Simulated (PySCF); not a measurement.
Molecule: `ClCC1=CC=CBC=C1`, C7H8BCl.

Bonds (- single, = double, # triple, : aromatic): Cl1-C2, C2-C3, C3=C4, C4-C5, C5=C6, C6-B7, B7-C8, C8=C9, C9-C3. C2 carries H10, H11; C4 carries H12; C5 carries H13; C6 carries H14; B7 carries H15; C8 carries H16; C9 carries H17.

Frames of a GFN2-xTB Langevin trajectory at 300 K; GIAO PBE0/pcSseg-1 shieldings in PySCF, gas phase, non-relativistic; equivalent atoms averaged within each frame.

Chemical shifts δ = σref − σ; HCl for ³⁵Cl (σ = 949.78 ppm); TMS for ¹³C (σ = 186.93 ppm) and ¹H (σ = 31.72 ppm); BF3·OEt2 for ¹¹B (σ = 100.07 ppm), all at this level. The references are static minima.

Problem. How do the shifts (ppm) fluctuate along the trajectory?

Solution. 
```tsv
time (fs)	Cl1	C6	C8	C9	C3	C5	C4	C2	B7	H14
optimised geometry	185	164.7	163.3	158.4	153.7	154.8	144.3	60.7	44.9	8.80
250	118	178.9	163.0	161.5	148.3	145.7	134.2	59.1	44.1	9.60
425	163	157.8	172.4	158.4	160.4	163.3	139.8	54.7	45.3	8.68
625	246	163.8	167.4	155.5	151.4	162.2	153.6	53.5	48.0	9.13
800	259	164.0	164.7	154.9	154.1	148.4	152.5	69.4	47.2	9.01
1000	167	165.6	164.2	154.8	150.2	152.8	145.8	58.8	46.7	9.53
mean of frames	191	166.0	166.4	157.0	152.9	154.5	145.2	59.1	46.2	9.19
standard deviation	60	7.8	3.8	2.9	4.7	8.0	8.3	6.3	1.6	0.38
```

5 frames give an uncertainty of the mean of about the standard deviation over 2.2 at best, since frames this close in time may not be independent; classical motion lacks zero-point vibration, and the reference would need the same averaging.
